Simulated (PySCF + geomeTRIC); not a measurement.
Species: [Mo(F)3(NH2)3] (charge 0, multiplicity 1).

### Question
Give a relaxed geometry from BP86-D3(BJ)/def2-SVP run with PySCF + geomeTRIC.

### Answer
One answer among several that fit: the end point of this relaxation, one of several conformers.
Cartesian coordinates (Å) in one orientation:
```xyz
13

Mo    -0.061     0.043     0.087
F     -0.735     1.635     0.864
F     -0.085     0.976    -1.550
F      0.532    -0.406     1.819
N     -1.953    -0.489     0.213
H     -2.452    -1.344    -0.054
H     -2.601     0.203     0.614
N     -0.006    -1.774    -0.668
H     -0.806    -2.405    -0.778
H      0.849    -2.220    -1.011
N      1.882     0.085    -0.255
H      2.563    -0.385     0.357
H      2.275     0.254    -1.191
```
